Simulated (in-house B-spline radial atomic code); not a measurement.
# Ionising Si¹⁰⁺ with different functionals

Computed with a B-spline radial code for spherical atoms: non-relativistic Hamiltonian, point nucleus, spin-polarised at highest spin, spherical fractional occupations for the functionals, the average over the highest-spin determinants for Hartree-Fock. The ionisation energy is the difference of two self-consistent energies, [He] 2s2 → [He] 2s1, without Breit or QED terms; ε is the level of the shell that loses the electron (its least bound occupied spin orbital).

```
           method                    rung  ΔSCF (eV)  -ε(2s) (eV)
     Hartree-Fock            Hartree-Fock     470.31       470.60
    HF fractional            Hartree-Fock     470.31       470.60
         LDA VWN5                     LDA     471.13       451.67
         LDA PW92                     LDA     471.11       451.66
LDA exchange-only                     LDA          ?            ?
              PBE                     GGA     472.52       453.01
           PBEsol                     GGA     471.46       452.23
             BLYP                     GGA     472.31       453.09
             RPBE                     GGA     472.77       453.16
             PW91                     GGA     472.77       453.20
             BP86                     GGA     472.58       453.24
             AM05                     GGA     470.92       451.80
             OLYP                     GGA     472.20       453.35
             TPSS                meta-GGA          ?            ?
             SCAN                meta-GGA     471.03       454.19
           r2SCAN                meta-GGA     470.91       454.05
            M06-L                meta-GGA     471.24       454.62
          revTPSS                meta-GGA     472.17       454.00
             PBE0           global hybrid     472.30       457.72
            B3LYP           global hybrid     472.36       456.94
            TPSSh           global hybrid     472.37       455.70
           M06-2X           global hybrid     473.18       462.75
        BHandHLYP           global hybrid     471.97       462.42
          r2SCAN0           global hybrid     471.11       458.43
            B97-1           global hybrid     472.67       457.10
            HSE06  range-separated hybrid     472.29       457.28
            wB97X  range-separated hybrid     470.11       459.90
        CAM-B3LYP  range-separated hybrid     472.20       458.90
          LC-wPBE  range-separated hybrid     472.59       459.02
```

(1) What does TPSS give?

(2) What does LDA exchange-only give?

(3) Among the functionals, which spreads more, the ΔSCF values or the orbital energies?

(4) How do they compare with the NIST value?

Answers

(1) ΔSCF 472.44 eV, and -ε(2s) = 453.90 eV.

(2) ΔSCF 468.24 eV, and -ε(2s) = 449.44 eV.

(3) The orbital energies: ΔSCF values span about 4.94 eV and the orbital energies 13.31 eV.

(4) NIST lists 476.27 eV ± 0.019 (semi-empirical, ground level to ground level). Errors run from -8.04 to -3.09 eV. The correlated functionals all miss on the same side by more than they spread, so the cause is common to them (relativity, Breit-QED terms, the near-degeneracy of s² and p², or a listed next ion that isn't the cheapest removal here) and closeness doesn't rank the functionals. Hartree-Fock also lacks correlation.
